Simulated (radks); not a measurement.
Values are calculated unless marked as measured or tabulated.
Mean orbital radii <r> (bohr) of the tantalum ion Ta3+, [Xe] 4f14 5d2, at several levels of relativity; Dirac values are averaged over j with weights 2j + 1. Spin-unpolarised spherical Kohn-Sham, BLYP, point nucleus unless stated (finite: rms radius 5.3507 fm), a radial shooting solver on a logarithmic mesh with Libxc functionals. A level marked "c x" has the speed of light scaled by that factor and shares open shells by 2j + 1; other Dirac levels either fill j = l - 1/2 first or share by 2j + 1.

shell  non-rel.  scalar-rel., finite nucleus  Dirac, 2j+1 shares  Dirac, c x 1.5  change of magnitude, last against first (%)
2s      0.08774                      0.07896             0.07833         0.08370                                        -4.60
2p      0.07423                      0.07056             0.07009         0.07243                                        -2.42
3s       0.2232                       0.2048              0.2043          0.2151                                        -3.62
3p       0.2132                       0.2049              0.2040          0.2092                                        -1.88
3d       0.1871                       0.1856              0.1856          0.1864                                        -0.38
4s       0.4989                       0.4588              0.4586          0.4816                                        -3.47
4p       0.5067                       0.4877              0.4865          0.4979                                        -1.74
4d       0.5255                       0.5231              0.5234          0.5244                                        -0.20
5s        1.197                        1.096               1.097           1.154                                        -3.55
5p        1.323                        1.279               1.277           1.303                                        -1.52
4f       0.6165                       0.6374              0.6381          0.6254                                        +1.45
5d        1.822                        1.854               1.857           1.837                                        +0.81
